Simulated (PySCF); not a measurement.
A GIAO shielding run with PySCF 2.14.0 with density-fitted response routines (density fitting, non-relativistic, gas phase) on `C#CCCC(C)(C)[SiH3]`, C$_{7}$H$_{14}$Si:

```
$ OMP_NUM_THREADS=1 python probes_run.py task.json out

{"job": {"kind": "nmr", "xc": "PBE0", "basis": "pcSseg-1"}, "charge": 0, "multiplicity": 1}
C      4.083173     0.177012     0.309976
C      2.940581    -0.164887     0.408028
C      1.547667    -0.550056     0.504764
C      0.674280     0.361595    -0.362126
C     -0.832706     0.081798    -0.278825
C     -1.535436     1.129357    -1.149432
C     -1.149371    -1.300982    -0.851351
Si    -1.496446     0.221972     1.516931
H      5.088422     0.466508     0.233014
H      1.237417    -0.481886     1.551671
H      1.450074    -1.590281     0.184346
H      0.857302     1.397119    -0.062459
H      0.999367     0.264427    -1.403589
H     -2.611514     0.967808    -1.161573
H     -1.347207     2.135651    -0.779436
H     -1.175053     1.075294    -2.177348
H     -0.710784    -2.094778    -0.251098
H     -2.225522    -1.462125    -0.878618
H     -0.769450    -1.391252    -1.869782
H     -0.922417     1.409091     2.153300
H     -1.157971    -0.973092     2.294504
H     -2.954817     0.341093     1.464134
```

Hardware: 1 thread of an Arm Neoverse N1, shared host. The job also computes population analyses, field gradients.

Q: How large is the calculation?

A: 70 electrons, 213 basis functions and 1122 auxiliary functions.

Q: How long does it take, and how much memory does it need?

A: 79 s of wall time, with 14 SCF cycles and 5 response iterations; peak memory 0.88 GiB. Times on a shared host scatter by some tens of per cent.
